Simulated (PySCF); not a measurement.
Members of the series Al-XY, Y = silyl; each row names its spin state. Gas-phase values, no solvent. One relaxed conformer stands for each flexible species; it need not be the lowest. Strings in code marks are SMILES.

The numbers are results of B3LYP-D3(BJ)/def2-TZVPD (PySCF), not measurements. B3LYP has the VWN-RPA correlation part, as in Gaussian. 

| species | HOMO (eV) |
|---|---|
| X = silyl, multiplicity 1 (`[SiH3][Al-][SiH3]` (lower singlet)) | -0.61 |
| X = cyano, multiplicity 1 (`N#[C][Al-][SiH3]` (lower singlet)) | -0.77 |
| X = mercapto, multiplicity 1 (`[SH][Al-][SiH3]` (lower singlet; Si–Al–S–H torsion 180°)) | -0.47 |
| X = vinyl, multiplicity 1 (`[CH]([Al-][SiH3])=C` (lower singlet; C–C–Al–Si torsion 126°)) | -0.16 |
| X = isocyano, multiplicity 1 (`[C-]#[N+][Al-][SiH3]` (lower singlet)) | -0.65 |
| X = AlH2, multiplicity 1 (`[AlH2][Al-][SiH3]` (singlet; the order of the spin states depends on the level)) | -0.52 |
| X = AlH2, multiplicity 3 (`[Al-]([SiH3])[AlH2]` (triplet; the order of the spin states depends on the level)) | – |
| X = H, multiplicity 1 (`[AlH-][SiH3]` (lower singlet)) | … |

Problem. What belongs in the gaps?

Solution. 
- X = H, multiplicity 1 (`[AlH-][SiH3]` (lower singlet)), HOMO (eV): -0.05
